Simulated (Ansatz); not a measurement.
Ti₂S₂ was relaxed with PBE-D4 (def2-SVP) in Ansatz in these states: neutral quintet, neutral triplet. The geometries follow in no particular order.

A:

```xyz
4

Ti   -1.0331    0.1136   -0.4116
Ti    0.9373   -0.1344    0.5941
S    -0.0578   -1.9682   -0.3721
S     0.1536    1.9890    0.1896
```

B:

```xyz
4

Ti   -0.250   -1.067    0.583
Ti    0.250    1.091   -0.539
S     1.903   -0.349    0.174
S    -1.903    0.326   -0.218
```

Question: Judge from the bond lengths which geometry belongs to which state (an estimate).

Answer: A is the neutral triplet (Ti1–Ti2 2.226 Å, Ti2–S4 2.299 Å, Ti1–S3 2.299 Å); B is the neutral quintet (Ti1–Ti2 2.483 Å, Ti2–S4 2.306 Å, Ti1–S3 2.306 Å).

At PBE0-D4/def2-TZVP a broken-symmetry singlet lies 0.27 eV below the neutral triplet. At PBE0-D4/def2-TZVP a broken-symmetry singlet lies 0.09 eV below the neutral quintet. These are the stationary points nearest to one start from a short search; other shapes may lie lower in each state.
